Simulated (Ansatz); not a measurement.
A nudged elastic band was laid between two geometries of ClGaH6N2O (11 atoms, charge 0, multiplicity 1).

Computed with RKS PBE-D4/def2-SVP (Ansatz).

```yaml
movable_images: 5
climbing_image: yes
spring: 5.0 eV/Å²
optimiser: quadratic models (default)
start_path: through a guess of the saddle point
force_threshold: 0.05 eV/Å
iteration_limit: 60
end_points: relaxed
```

Image 0:

```xyz
11
Properties=species:S:1:pos:R:3
Ga 0.001 -0.083 0.207
N -0.013 -0.118 2.106
H -0.895 0.164 2.552
H 0.737 0.426 2.549
Cl 1.760 0.767 -0.767
N -1.613 -0.362 -0.690
H -2.370 0.258 -0.374
H -1.536 -0.226 -1.706
O 0.485 -2.150 0.495
H -0.361 -2.568 0.228
H 0.341 -1.875 1.456
```

Image 6:

```xyz
11
Properties=species:S:1:pos:R:3
Ga -0.087 -0.645 0.023
N 0.029 -0.181 2.061
H -0.824 0.298 2.380
H 0.843 0.424 2.236
Cl 1.708 0.458 -0.662
N -1.728 0.103 -0.468
H -2.410 -0.599 -0.781
H -1.640 0.789 -1.227
O 0.107 -2.434 0.354
H 0.389 -2.921 -0.441
H 0.148 -1.060 2.582
```

(1) Which bonds break or form, and what moves?

(2) Give the energies along the band, and the barrier.

(3) What is the geometry of the highest image?

## Answers

(1) Bonds broken: O9–H11. Bonds formed: N2–H11.

(2) The run converged. The highest image is number 2 of 0 to 6, 0.089 eV above the first end and 0.719 eV above the last; the last end lies 0.630 eV below the first. Beside the main top the profile has a ripple of under 15 meV (maxima at images 2, 4), which may be a very shallow well or noise. A vibrational analysis at the climbing image gives one clearly imaginary mode, 740i cm⁻¹: a first-order saddle point. The orbitals stay closed-shell, which can raise the energy where a bond breaks towards radicals; this wasn't checked here.

| image | path coordinate (Å) | energy (eV) | O9–H11 (Å) | N2–H11 (Å) |
| --- | --- | --- | --- | --- |
| 0 | 0.00 | 0.000 | 1.01 | 1.91 |
| 1 | 0.41 | 0.012 | 1.03 | 1.75 |
| 2 | 0.82 | 0.089 | 1.19 | 1.39 |
| 3 | 1.85 | -0.473 | 2.22 | 1.04 |
| 4 | 2.89 | -0.466 | 2.51 | 1.03 |
| 5 | 3.92 | -0.529 | 2.49 | 1.03 |
| 6 | 4.96 | -0.630 | 2.62 | 1.03 |

(3) 
```xyz
11
Properties=species:S:1:pos:R:3
Ga -0.023 -0.192 0.082
N -0.014 -0.261 2.051
H -0.906 -0.134 2.542
H 0.711 0.277 2.541
Cl 1.714 0.846 -0.739
N -1.716 -0.261 -0.698
H -2.263 0.585 -0.488
H -1.668 -0.309 -1.725
O 0.543 -2.071 0.553
H -0.157 -2.723 0.355
H 0.315 -1.524 1.583
```

Run time: 2.1 min on 4 threads of Arm Neoverse V1 (shared host), peak memory 0.2 GiB.
